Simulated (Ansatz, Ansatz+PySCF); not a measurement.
```xyz
4

N     0.0000    0.0000    0.1216
H     0.9826    0.0000   -0.3040
H    -0.4679    0.8105   -0.2837
H    -0.4679   -0.8105   -0.2837
```

Basis set: 6-31G (spherical functions). Left uncorrelated: 1 orbital. Charge 0, multiplicity 1.

Computed with Ansatz (development build ahead of 0.2.0); each method stands on the lowest determinant of its kind that the runs found. Restricted open shells among the atoms or ions are ROHF, correlated in semicanonical orbitals with singles. Restricted functionals stand beside restricted open-shell atoms, which can lie above the unrestricted atoms usual in DFT and then raise those values.

Problem. Give the atomization energy at this shape (free ground-state atoms in the same class of orbitals less the molecule, no zero-point energy) of singlet NH3 by PBE0 (unrestricted), PBE0 (restricted), RHF-CCSD(T), RHF-MP2, UHF-MP2, RHF, UHF.

Solution.

```tsv
method	atomization energy
PBE0 (unrestricted)	1137.0 kJ/mol
PBE0 (restricted)	1140.1 kJ/mol
RHF-CCSD(T)	985.9 kJ/mol
RHF-MP2	968.3 kJ/mol
UHF-MP2	966.0 kJ/mol
RHF	733.7 kJ/mol
UHF	726.0 kJ/mol
```

This basis has no polarisation functions and is too small for such energies, which can lie far from measured ones in either direction.
